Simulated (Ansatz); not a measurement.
Consider the formal exchange of groups at the Se–Ga bond: `[SiH3][Se][GaH][Cl]` + acetylene → `C#C[Se][SiH3]` + `[Cl][GaH2]`.

Isolated molecules relaxed with PBE0-D4/def2-TZVP in Ansatz; ΔE leaves out vibrations. CCSD(T)/CBS adds triple-zeta CCSD(T) − MP2 to the extrapolated MP2 energy (def2 sets, frozen cores). This one scheme is used for every species. Functionals use def2-TZVPP. B3LYP here is the variant with VWN-RPA as its local correlation; programs differ in this. For Ga, Se outer-core shells are correlated without core-valence functions, which leaves a few kJ/mol of doubt a bond. Scalar relativity is left out up to krypton. Each species was taken in one conformer, which may not be the lowest.

CCSD(T)/CBS gives +1.62 eV.

Another level gave +1.42 eV. Which?
A. B97M-V/def2-TZVPP
B. B3LYP/def2-TZVPP
C. PBE0-D4/def2-TZVPP
D. r2SCAN0-D4/def2-TZVPP

A. B97M-V 1.42, PBE0-D4 1.53, r2SCAN0-D4 1.58, B3LYP 1.48 eV.

Largest T1 diagnostic among the species: 0.013.

From BLYP to BHLYP (50 % exact exchange), in def2-TZVPP and without D4, ΔE moves by +0.12 eV. The D4 term adds +0.04 eV with B3LYP and +0.02 eV with PBE0; it sums over pairs of atoms, weighted by their polarisabilities, and B3LYP, whose exchange is more repulsive, gets the larger term.
